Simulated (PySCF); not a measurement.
InH₂, SMILES [InH2], multiplicity 2. Geometry optimised at PBE-D3(BJ)/def2-TZVPD. The def2 effective core potentials stand for the cores of In; spin–orbit coupling is left out.

The numbers are results of PBE-D3(BJ)/def2-TZVPD in PySCF 2.14.0, not measurements.

Harmonic wavenumbers (cm⁻¹): 581, 1517, 1598. Rotational constants (GHz): 328.3, 104.9, 79.49; symmetry number 2.

Work out the zero-point energy and the ideal-gas rigid-rotor harmonic-oscillator thermochemistry at 298.15 K and 1 atm.

ZPE = ½ Σ hcν = ½ × 3695 cm⁻¹ = 5.28 kcal/mol. H − E(el) = 7.76 kcal/mol. Entropy in cal/(mol K): translation 40.18, rotation 14.05, vibration 0.50, spin 1.38, total 56.11. G − E(el) = -8.96 kcal/mol. Cp = 9.15 cal/(mol K).
